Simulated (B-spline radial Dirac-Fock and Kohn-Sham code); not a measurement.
**Core and valence levels of Pd⁹⁺**

System: Pd⁹⁺ in the configuration 1s2 2s2 2p6 3s2 3p6 3d10 4s2 4p6 4d1; nuclear rms radius 4.5318 fm (A = 106).

The computed values come from a B-spline atomic structure program: multi-electron Dirac-Fock with separately optimised hole states, Breit and Lamb-shift corrections added in first order. The model has no electron correlation. Energies are counted from the vacuum level.

All terms are in eV, carry their sign (relaxation lowers the binding energy) and add up to the binding energy; ⟨r⟩ is the mean radius of the orbital in the initial state.

| subshell | −ε (Koopmans) | relaxation | Breit | self-energy | vacuum polarisation | binding energy | ⟨r⟩ (bohr) |
| --- | --- | --- | --- | --- | --- | --- | --- |
| K | 24668.4 | -54.35 | -48.76 | -27.93 | 3.46 | 24540.8 | 0.032 |
| L1 | 3835.8 | -25.17 | -4.33 | -3.31 | 0.38 | 3803.4 | 0.138 |
| L2 | 3559.6 | -28.29 | -7.34 | 0.28 | -0.02 | 3524.2 | 0.117 |
| L3 | 3399.3 | -27.36 | -4.85 | -0.03 | -0.02 | 3367.1 | 0.122 |
| M1 | 868.6 | -6.92 | -0.59 | -0.64 | 0.07 | 860.5 | 0.376 |
| M2 | 758.3 | -7.25 | -1.07 | 0.06 | 0.00 | 750.0 | 0.368 |
| M3 | 729.3 | -6.93 | -0.62 | 0.00 | -0.01 | 721.7 | 0.379 |
| M4 | 535.5 | -8.11 | -0.29 | 0.07 | -0.01 | 527.2 | 0.353 |
| M5 | 529.8 | -7.98 | -0.10 | 0.05 | -0.01 | 521.8 | 0.356 |
| N1 | 262.8 | -0.89 | -0.11 | -0.13 | 0.01 | 261.7 | 0.896 |
| N2 | 222.3 | -0.86 | -0.18 | 0.01 | 0.00 | 221.2 | 0.939 |
| N3 | 216.7 | -0.81 | -0.10 | 0.00 | 0.00 | 215.8 | 0.959 |
| N4,5 | 160.2 | -0.56 | -0.01 | 0.01 | 0.00 | 159.7 | 1.074 |

For the deepest level, K (1s), the Breit terms make up -0.199 % of the binding energy, QED -0.100 % and orbital relaxation -0.221 %.

Spin-orbit splittings: 2p 157.1 eV, 3p 28.30 eV, 3d 5.40 eV, 4p 5.46 eV.

Going to the tabulated ground configuration of the next ion removes an electron from N4,5 (4d), computed at 159.7 eV. NIST lists 159.9 ± 2.2 eV as the ionisation energy of this species (theoretical), +0.24 eV from the computed value, within the stated uncertainty.
